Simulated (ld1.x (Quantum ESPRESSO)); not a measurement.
## Hf (Z = 72): from the effect back to the setting (TM)

Base potential:

```json
{
 "Element": "Hf (Z = 72)",
 "Generator": "ld1.x (Quantum ESPRESSO) 7.5",
 "Type": "norm-conserving Troullier–Martins (Kleinman–Bylander form)",
 "Functional": "LDA (PZ)",
 "Relativity": "fully relativistic",
 "Frozen core": "[Kr] 4d10 4f14",
 "Valence charge": "12",
 "Reference configuration": "5s2 5p6 5d2 6s1.5 6p0.5",
 "Partial waves": "5s (bound): rc 1.15 bohr; 5p (bound): rc 1.75 bohr; 5d (bound): rc 3.10 bohr",
 "Local potential": "all-electron potential smoothed inside 2.70 bohr (lloc = -2)",
 "Core correction": "none"
}
```

Open shells are filled in proportion to 2j + 1 (rel_dist='average').

Occupied shells without a wave of their own: 6p, 6s. They enter only through the test configuration that unscreens the potential.

Cutoffs, loose and tight: the cutoffs (Ry, on a coarse ladder) from which the occupation-weighted sum of valence levels, in a spherical-Bessel basis at the reference potential, stays within 10 and 1 mRy of its value at 400 Ry. They do not see the model core or the augmentation charge, which bear on the density cutoff. Test errors are all-electron minus pseudo excitation energies from the reference, over the configurations 5s2 5p6 5d2 6s2 6p0; 5s2 5p6 5d2 6s1 6p0; 5s2 5p6 5d2 6s0 6p0; 5s2 5p6 5d2 6s1 6p1; 5s2 5p6 5d1 6s0 6p0; 5s2 5p6 5d2 6s1.5 6p0; 5s2 5p6 5d3 6s1 6p0; variants that change the core or the reference have their own tests.

Only the rcloc is moved (1 further runs of the sweep failed or gave no value and are left out):

```tsv
rcloc (bohr)	bound ghosts	largest test error (meV)	median size of the test errors
1.32	none	-109	16.4 meV
1.96	none	-1291	205.1 meV
2.44	none	+1911	291.7 meV
3.1	none	+4964	722.8 meV
3.48	none	+6781	970.9 meV
```

One more run gave bound ghosts: none; largest test error (meV): +3560; median size of the test errors: 526.1 meV. Which value of the rcloc was used?

2.76 bohr. The median size of the test errors moves one way along this sweep, from 16.4 meV at 1.32 to 970.9 meV at 3.48 bohr, which places the run between 2.44 and 3.1 bohr.
